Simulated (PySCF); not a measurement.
# Löwdin shares of the frontier orbitals

Species: C₆H₉Br.
Cartesian coordinates in Å at the PBE0-D3(BJ)/def2-SVP level; atoms count from 1:
```xyz
16
C6H9Br angstrom
Br     1.566   -0.689    0.160
C     -0.372   -0.616    0.119
C     -0.995    0.678    0.679
C     -2.485    0.338    0.548
C     -2.476   -0.267   -0.887
C     -0.983   -0.115   -1.206
C     -0.691    1.316   -0.696
H     -0.710   -1.580    0.523
H     -0.649    1.117    1.625
H     -3.116    1.236    0.631
H     -2.821   -0.379    1.312
H     -2.803   -1.318   -0.909
H     -3.104    0.294   -1.594
H     -0.624   -0.482   -2.176
H      0.363    1.600   -0.810
H     -1.348    2.129   -1.042
```

Level of theory: TDDFT B3LYP/def2-SVPD, vertical, gas phase, core orbitals frozen in the response (PySCF). The B3LYP/def2-SVPD calculation is non-relativistic and has no spin–orbit coupling, an omission that weighs most on bromine.

Frontier orbitals with the atoms that hold most of them (Löwdin shares over 4%, at most four atoms; ? is withheld):

| orbital | ε (eV) | atoms |
| --- | --- | --- |
| LUMO+2 | 0.91 | Br1 13%, H9 8%, H14 8%, H12 8% |
| LUMO+1 | 0.50 | Br1 27%, C2 8%, C4 7%, C5 7% |
| LUMO | ? | ? |
| HOMO | -7.35 | Br1 71%, C2 11%, C6 6%, C3 6% |
| HOMO-1 | -7.52 | ? |
| HOMO-2 | -8.75 | C7 26%, C6 16%, C3 16%, C5 10% |
| HOMO-3 | -9.21 | C4 16%, C5 16%, Br1 14%, C3 11% |

**Question.** Give the leading atoms of the LUMO.

**Answer.** Br1 (bonded to C) 53%; C2 (bonded to Br, 2 C and H) 21%.

**Question.** Which atoms hold the HOMO-1, and with what shares?

**Answer.** Br1 (bonded to C) 75%; C2 (bonded to Br, 2 C and H) 10%.

**Question.** What is the LUMO energy, and the HOMO–LUMO gap?

**Answer.** ε(LUMO) = -0.24 eV; the gap is 7.12 eV (0.2615 hartree).

**Question.** How does S1 compare with the orbital gap of 7.12 eV?

**Answer.** S1 is at 5.98 eV (f = 0.0010), 1.13 eV below the gap, made of HOMO→LUMO (97%). Without the coupling terms of the response equations the lowest excitation would equal the gap.

**Question.** Give energy, strength and leading configuration of S1, S2, S3 and S4, and follow the Löwdin shares of the leading atoms from the occupied to the empty orbital.

**Answer.** 
- S1 (5.98 eV, f 0.0010), HOMO→LUMO (97%): Br1 71% → 53%, C2 11% → 21%
- S2 (6.14 eV, f 0.0022), HOMO-1→LUMO (96%): Br1 75% → 53%, C2 10% → 21%
- S3 (7.01 eV, f 0.043), HOMO→LUMO+1 (94%): Br1 71% → 27%, C2 11% → 8%
- S4 (7.17 eV, f 0.023), HOMO-1→LUMO+1 (92%): Br1 75% → 27%, C2 10% → 8%

Time: 41 s of wall time (with the writing of density and orbital grids); peak memory 1.1 GiB. Hardware: one thread, AMD EPYC 9B14 (x86_64), on a shared host.
